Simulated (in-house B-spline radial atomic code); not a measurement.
Configurations of Kr, with energies counted from [Ar] 3d10 4s2 4p6. Computed with an all-electron radial atomic-structure program (B-spline basis): Dirac-Hartree-Fock, average of configuration, Fermi nucleus of rms radius 4.1884 fm. Energies include first-order Breit, QED and recoil terms.

Occupations are held fixed; configurations that lie above the ionisation limit could autoionise.

```tsv
configuration	E - E(ref) (eV)	highest orbital	its <r> (bohr)
[Ar] 3d10 4s2 (4p1/2)2 (4p3/2)3 (6p1/2)1	11.84	6p1/2	16.66
[Ar] 3d10 4s2 (4p1/2)2 (4p3/2)3 (6g7/2)1	12.634	6g7/2	44
[Ar] 3d10 4s1 4p6 (5p1/2)1	28.575	5p1/2	7.779
[Ar] 3d10 4s1 4p6 (4d3/2)1	29.337	4d3/2	8.725
[Ar] (3d3/2)3 (3d5/2)6 4s2 4p6 (6g7/2)1	93.046	6g7/2	44
[Ne] 3s2 (3p1/2)2 (3p3/2)3 3d10 4s2 4p6 (7g9/2)1	216.76	7g9/2	63.5
```

(1) Order these further configurations by energy, lowest first.
A. [Ne] 3s2 (3p1/2)1 (3p3/2)4 3d10 4s2 4p6 (4f5/2)1
B. [Ar] (3d3/2)3 (3d5/2)6 4s2 4p6 (4f5/2)1
C. [Ar] 3d10 4s2 (4p1/2)2 (4p3/2)3 (5d3/2)1
D. [Ar] 3d10 4s2 (4p1/2)1 (4p3/2)4 (4d5/2)1
E. [Ar] (3d3/2)3 (3d5/2)6 4s2 4p6 (8p1/2)1

(2) How far above the reference does [Ar] 3d10 4s2 (4p1/2)2 (4p3/2)3 (6d5/2)1 lie?

## Answers

(1) D (12.034 eV), C (12.089 eV), B (92.573 eV), E (92.957 eV), A (224.18 eV).

(2) 12.433 eV; its least bound orbital is 6d5/2 with <r> = 31.87 bohr.
